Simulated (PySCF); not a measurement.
A structure optimised at r2SCAN-D4/def2-SVP, used in a PySCF frequency run:

```xyz
8

Si    -0.8593    -0.3553    -0.1124
O     -1.8377    -0.6228     1.2013
Se    -0.2062     1.8158    -0.4154
Se     1.0772    -1.5322     0.2083
H     -1.6714    -0.8074    -1.2679
H     -1.5011    -0.3200     2.0548
H     -1.5151     2.2073    -0.9684
H      1.8057    -0.7671    -0.8154
```
Charge 0, spin multiplicity 1.

Problem. Write its SMILES and formula.

Solution. O[SiH]([SeH])[SeH], H4OSe2Si

Problem. What are its rotational constants (standard atomic weights)?

Solution. 3.2154, 0.92346, 0.74932 GHz
